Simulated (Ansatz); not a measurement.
Ansatz (a program for electronic structure) input file for B₂Cl₄, SMILES ClB(Cl)B(Cl)Cl (connectivity only; charge and spin as stated), charge -1, multiplicity 2, PBE-D3(BJ)/def2-SVPD. 

Ansatz 0.2 input:
```yaml
crystal:
  periodic: [false, false, false]
  atoms:
    - {symbol: Cl, position_ang: [0.00000000, 1.51816948, -1.80744645]}
    - {symbol: B, position_ang: [0.00000000, 0.00000000, -0.81035639]}
    - {symbol: Cl, position_ang: [0.00000000, -1.51816950, -1.80744643]}
    - {symbol: B, position_ang: [0.00000000, -0.00000000, 0.81035639]}
    - {symbol: Cl, position_ang: [0.00000000, 1.51816950, 1.80744643]}
    - {symbol: Cl, position_ang: [0.00000000, -1.51816948, 1.80744645]}
basis:
  gaussian:
    orbitals: def2-SVPD
hamiltonian:
  xc: pbe
  dispersion: d3bj
total_charge: -1
magnetization: {spin_polarized: true, initial_magnetization: 1}
relax: {f_tol: 0.002, max_steps: 200}
```

Program output:

```
WARN ansatz: RAYON_NUM_THREADS=1 ignored (pool sized by the plan → 1); use --threads N
Functional definition: PBE
integrals: 0.11 GiB planned
1422 factors; their error is unknown
mean field: 0.71 GiB planned
mean field evaluation 1: about -51409.5356 eV, gradient 1.5e1 eV
mean field evaluation 2: about -51406.7400 eV, gradient 2.6e1 eV
mean field evaluation 4: about -51410.9326 eV, gradient 4.9e-1 eV
mean field evaluation 8: about -51410.8921 eV, gradient 4.7e-2 eV
mean field evaluation 16: about -51410.8922 eV, gradient 1.1e-5 eV
mean field -51410.89215057 eV, -1889.3154389790 hartree, gradient 1.1e-5 eV, S^2 0.752858; 0 other end points of the search recorded, 0 dependent functions left out
the calculation of the forces begins
reference -51410.89219330 eV, -1889.3154405493 hartree; 40, 39 occupied and 108, 109 virtual orbitals, 1422 factors
relax step   1: F+E_penalty+E_count = -51411.11891853 eV  Δ(F+E_penalty+E_count) = +0.000e0 eV  max|allowed force component| = 1.913e-1 eV/Å  Δτ_max = 0.0000 Å  (29 SCF iters, accepted)
these checks for a lower state are left out or cut short: starts, cluster_reference, orbital_swaps, neighbouring_geometries, increment
integrals: 0.11 GiB planned
1422 factors; their error is unknown
mean field: 0.71 GiB planned
mean field -51410.89773292 eV, -1889.3156441266 hartree, gradient 6.3e-6 eV, S^2 0.752900; 0 other end points of the search recorded, 0 dependent functions left out
the calculation of the forces begins
reference -51410.89777572 eV, -1889.3156456998 hartree; 40, 39 occupied and 108, 109 virtual orbitals, 1422 factors
relax step   2: F+E_penalty+E_count = -51411.12360796 eV  Δ(F+E_penalty+E_count) = -4.689e-3 eV  max|allowed force component| = 9.267e-2 eV/Å  Δτ_max = 0.0076 Å  (32 SCF iters, accepted)
these checks for a lower state are left out or cut short: starts, cluster_reference, orbital_swaps, neighbouring_geometries, increment
integrals: 0.11 GiB planned
1422 factors; their error is unknown
mean field: 0.71 GiB planned
mean field evaluation 32: about -51410.8999 eV, gradient 6.3e-6 eV
mean field -51410.89988113 eV, -1889.3157230719 hartree, gradient 6.3e-6 eV, S^2 0.752928; 0 other end points of the search recorded, 0 dependent functions left out
the calculation of the forces begins
reference -51410.89992400 eV, -1889.3157246474 hartree; 40, 39 occupied and 108, 109 virtual orbitals, 1422 factors
relax step   3: F+E_penalty+E_count = -51411.12499323 eV  Δ(F+E_penalty+E_count) = -1.385e-3 eV  max|allowed force component| = 2.369e-2 eV/Å  Δτ_max = 0.0068 Å  (32 SCF iters, accepted)
these checks for a lower state are left out or cut short: starts, cluster_reference, orbital_swaps, neighbouring_geometries, increment
integrals: 0.11 GiB planned
1422 factors; their error is unknown
mean field: 0.71 GiB planned
mean field -51410.89990960 eV, -1889.3157241181 hartree, gradient 2.2e-5 eV, S^2 0.752928; 0 other end points of the search recorded, 0 dependent functions left out
the calculation of the forces begins
reference -51410.89995247 eV, -1889.3157256936 hartree; 40, 39 occupied and 108, 109 virtual orbitals, 1422 factors
relax step   4: F+E_penalty+E_count = -51411.12500467 eV  Δ(F+E_penalty+E_count) = -1.144e-5 eV  max|allowed force component| = 2.532e-3 eV/Å  Δτ_max = 0.0003 Å  (23 SCF iters, accepted)
these checks for a lower state are left out or cut short: starts, cluster_reference, orbital_swaps, neighbouring_geometries, increment
integrals: 0.11 GiB planned
1422 factors; their error is unknown
mean field: 0.71 GiB planned
mean field -51410.89991032 eV, -1889.3157241446 hartree, gradient 1.4e-5 eV, S^2 0.752928; 0 other end points of the search recorded, 0 dependent functions left out
the calculation of the forces begins
reference -51410.89995319 eV, -1889.3157257202 hartree; 40, 39 occupied and 108, 109 virtual orbitals, 1422 factors
relax step   5: F+E_penalty+E_count = -51411.12500483 eV  Δ(F+E_penalty+E_count) = -1.572e-7 eV  max|allowed force component| = 4.260e-5 eV/Å  Δτ_max = 0.0001 Å  (21 SCF iters, accepted)
integrals: 0.11 GiB planned
1422 factors; their error is unknown
mean field: 0.71 GiB planned
mean field -51410.89991032 eV, -1889.3157241446 hartree, gradient 1.4e-5 eV, S^2 0.752928; 1 other end points of the search recorded, 0 dependent functions left out
the calculation of the forces begins
reference -51410.89995319 eV, -1889.3157257202 hartree; 40, 39 occupied and 108, 109 virtual orbitals, 1422 factors
Total energy: -51411.12504770 eV, -1889.3239977909 hartree
Atom 0 at    -0.000000     1.527071    -1.818910 Å, force    -0.000000     0.000024     0.000013 eV/Å
Atom 1 at     0.000000    -0.000000    -0.814657 Å, force     0.000000     0.000000    -0.000043 eV/Å
Atom 2 at     0.000000    -1.527071    -1.818910 Å, force    -0.000000    -0.000024     0.000013 eV/Å
Atom 3 at     0.000000     0.000000     0.814657 Å, force    -0.000000    -0.000000     0.000043 eV/Å
Atom 4 at     0.000000     1.527071     1.818910 Å, force     0.000000     0.000024    -0.000013 eV/Å
Atom 5 at    -0.000000    -1.527071     1.818910 Å, force     0.000000    -0.000024    -0.000013 eV/Å
Dipole moment:     0.000000     0.000000     0.000000 e Å
```

Self-consistency was reached.

Cost: very roughly 30 core-seconds.
